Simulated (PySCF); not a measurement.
**How methods differ on the ionisation energy of Ti⁺**

Ti⁺ [Ar] 3d2 4s1 (4F) → Ti²⁺ [Ar] 3d2 (3F), as a difference of total energies. Computed with PySCF 2.14 in x2c-TZVPall (6s5p4d1f, 48 functions), with scalar relativity by spin-free X2C-1e. Correlated levels: valence: [Ar] frozen. The calculations carry no spin-orbit coupling.

| method | ionisation energy (eV) | difference from reference (eV) |
| --- | --- | --- |
| UHF | 12.946 | -0.629 |
| M06-2X | 13.568 | -0.007 |
| TPSS | 13.691 | +0.116 |
| MP2 (valence) | 13.096 | -0.479 |
| SCS-MP2 (valence) | 12.996 | -0.579 |

Reference: 13.575 eV (measured; NIST Atomic Spectra Database, ionization energies).

The reference lies between the lowest fine-structure levels, while these numbers refer to the centres of the terms.

Errors of the correlated levels include the incompleteness of this basis and the frozen core.
